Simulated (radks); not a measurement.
Values are calculated unless marked as measured or tabulated.
The thallium ion Tl+ inside a hard spherical wall (all orbitals vanish at R), configuration held at [Hg] and not refilled when levels cross. Level of theory: scalar-relativistic Kohn-Sham, PBEsol, spin-unpolarised, spherical densities, point nucleus (a radial shooting solver on a logarithmic mesh with Libxc functionals). Eigenvalues in eV, with the zero of energy where the potential of the charges vanishes at infinity; a dash marks a level that is unbound or too diffuse for the functional's potential to be trusted. A positive occupied level is held by the wall or, in an anion where self-interaction has pushed it up, behind a barrier. The pressure on the wall is -dE/dV.

R (bohr)	E (hartree)	kinetic (hartree)	e(4f)	e(5p)	e(5d)	e(6s)	e(6p, empty)	e(7s, empty)	pressure (GPa)
free	-20240.2803	22803.705	-121.39	-83.412	-22.782	-16.377	-8.156	-	0
15	-20240.2803	22803.705	-121.39	-83.412	-22.782	-16.377	-8.156	-	< 0.0001
12	-20240.2803	22803.705	-121.39	-83.412	-22.782	-16.377	-8.156	-3.568	< 0.0001
10	-20240.2803	22803.705	-121.39	-83.412	-22.782	-16.377	-8.152	-3.281	< 0.0001
4	-20240.1033	22804.917	-118.66	-80.864	-20.419	-13.067	-1.538	28.148	48.2
3	-20239.0358	22810.445	-110.01	-73.430	-13.185	-0.661	17.023	83.938	669
2	-20227.8613	22857.741	-67.622	-39.338	26.311	81.823	121.95	322.08	19000
